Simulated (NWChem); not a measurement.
System: CH9NSi2; SMILES CN([SiH3])[SiH3]

Here is an NWChem input.

```
start job
memory heap 200 mb stack 900 mb global 1100 mb
geometry units angstroms noautosym nocenter noautoz
  Si     0.508609     1.550109    -0.007356
  N     -0.287551    -0.000278    -0.061606
  C     -1.755840    -0.000908     0.080453
  Si     0.509875    -1.550028    -0.007749
  H     -0.126891     2.470007    -0.993195
  H      0.411155     2.218033     1.325312
  H      1.943438     1.357050    -0.334539
  H     -2.192810     0.880923    -0.404550
  H     -2.192087    -0.882904    -0.404903
  H     -2.075665    -0.001251     1.132279
  H     -0.124654    -2.470126    -0.994028
  H      1.944608    -1.355664    -0.334573
  H      0.412685    -2.218476     1.324674
end
basis spherical
  * library def2-svp
end
dft
  xc m06-2x
  iterations 150
end
cosmo
  do_cosmo_smd true
  solvent thf
end
task dft energy
```

Geometry: optimised at B3LYP/6-31G* (spherical d). Solvent: tetrahydrofuran.

Level: M06-2X/def2-SVP with SMD (1 M gas to 1 M solution), gas-phase geometry. Reactions with the solvent are ignored.

Problem. Give the results of this calculation. (M06-2X/def2-SVP, SMD on the gas-phase geometry.) Quantities: solvation free energy (kcal/mol); cavity-dispersion-structure term (kcal/mol); dipole in solution (D).

Solution. 
| Property | Result |
|---|---|
| solvation free energy (kcal/mol) | -1.0 |
| cavity-dispersion-structure term (kcal/mol) | 0.0 |
| dipole in solution (D) | 1.10 |
